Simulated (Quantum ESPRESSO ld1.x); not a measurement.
Results of a calculation; reference values are marked as such.
La2+, 55 electrons, occupied as [Kr] 4d10 5s2 5p4 5d1 4f2 (not the ground configuration).

Code: ld1.x of Quantum ESPRESSO 7.5. Model: Dirac Kohn-Sham, PBE, spin-unpolarised, spherical densities, point nucleus; open shells are shared between the two j in proportion to 2j + 1.

Energy parts (eV):
part                   energy
total                 -231173
kinetic                247403
electron-nucleus      -562118
Hartree                 89092
exchange-correlation    -5549

Orbitals (lengths in bohr, moments of r in powers of bohr; <r^-3> diverges for s and p1/2; r(max) is where P^2 peaks):
orbital      occ.  eigenvalue (eV)  <r^-3>      <r^4>      <r>   r(max)
1s1/2           2         -38727.4       -  1.918e-06  0.02507  0.01607
2s1/2           2         -6167.17       -  0.0003175   0.1070  0.09108
2p1/2           2         -5816.65       -  0.0002004  0.08990  0.06950
2p3/2           4         -5403.40    6683  0.0002479  0.09599  0.07466
3s1/2           2         -1321.58       -    0.01307   0.2847   0.2605
3p1/2           2         -1173.84       -    0.01222   0.2746   0.2472
3p3/2           4         -1093.24    1337    0.01436   0.2866   0.2584
3d3/2           4         -834.649   218.3    0.01112   0.2576   0.2081
3d5/2           6         -817.393   199.2    0.01169   0.2614   0.2113
4s1/2           2         -270.635       -     0.3458   0.6567   0.6095
4p1/2           2         -216.443       -     0.4115   0.6781   0.6204
4p3/2           4         -199.532   281.3     0.4824   0.7057   0.6448
4d3/2           4         -110.940   37.43     0.7871   0.7713   0.6708
4d5/2           6         -108.043   33.82     0.8293   0.7814   0.6790
4f5/2    0.857143         -12.4244   2.989      19.72    1.365   0.7814
4f7/2     1.14286         -12.2063   2.892      20.97    1.384   0.7877
5s1/2           2         -49.2826       -      11.76    1.588    1.433
5p1/2     1.33333         -35.0250       -      19.62    1.785    1.576
5p3/2     2.66667         -32.6736   38.91      23.27    1.863    1.644
5d3/2         0.4         -14.3882   2.858      111.1    2.668    2.204
5d5/2         0.6         -14.1703   2.576      116.8    2.703    2.234

The highest occupied level is 4f7/2 at -12.206 eV. The density falls to 0.001 e/bohr^3 at r = 4.05 bohr. Summed over all electrons, <r^2> = 47.40 bohr^2, which gives a Langevin (diamagnetic) susceptibility term of -37.5 x 10^-6 cm^3/mol.

Run on one thread of a shared host, so times are rough (Intel(R) Xeon(R) Processor @ 2.60GHz): 0.52 s of CPU time, 1.1 s wall, 29 iterations on 2083 mesh points.
